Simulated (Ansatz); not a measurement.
System: Si3H5F2 (charge 0, doublet). SMILES: F[Si](F)([SiH2])[SiH3]
Geometry: optimised at B3LYP-D3(BJ)/def2-TZVP (Ansatz, a program for electronic structure).

Wanted: enthalpy of formation at 298 K, in kcal/mol. Set-up: LANL2DZ with its own core potentials from Na on; spin-orbit terms left out; frozen cores in correlated levels; open shells spin-unrestricted; 6-311+G** with 5d, 6d on Na to Ar in Ansatz; no dispersion term unless named; non-relativistic; six Cartesian d functions in 6-31G* and its kin unless marked 5d. CBS(X,Y): correlation extrapolated as X^-3; Hartree-Fock from the larger set. First-principles rows: single points at B3LYP-D3(BJ) geometries (Ansatz), with unscaled harmonic terms from B3LYP/6-31G* (Ansatz) at its own minima, enthalpies of formation by atomisation with measured atoms.

Coupled cluster (Ansatz) is a level with limits of its own, used here on species with T1 under 0.025 (0.045 for open shells) and stable references: CCSD(T)/CBS(cc-pV(T+d)Z,cc-pV(Q+d)Z).

Value to compare with, CCSD(T)/CBS(cc-pV(T+d)Z,cc-pV(Q+d)Z) (Ansatz): -131.5 kcal/mol.

```
level           program  enthalpy of formation at 298 K (kcal/mol)  difference
--------------  -------  -----------------------------------------  ----------
PBE/STO-3G       Ansatz                                     -311.3      -179.8
PBE/3-21G        Ansatz                                      -75.4        56.1
PBE/LANL2DZ      Ansatz                                      -58.7        72.8
PBE/6-31G*       Ansatz                                     -118.3        13.2
PBE/def2-SVP     Ansatz                                     -113.4        18.1
PBE/6-311+G**    Ansatz                                     -100.7        30.8
PBE/def2-TZVPD   Ansatz                                     -120.2        11.3
```

Among the 6 habitual levels, PBE/STO-3G lies farthest from CCSD(T)/CBS(cc-pV(T+d)Z,cc-pV(Q+d)Z) (Ansatz) (-179.8 kcal/mol) and PBE/6-31G* nearest (13.2); 5 of 6 lie above it, and their mean absolute difference is 61.8 kcal/mol, the median 43.5. One case shows no general order.

The sets are all those run for this method; left out are runs that failed, that the program found above a lower state of the same kind, or whose <S^2> lies over 0.5 above the pure value.
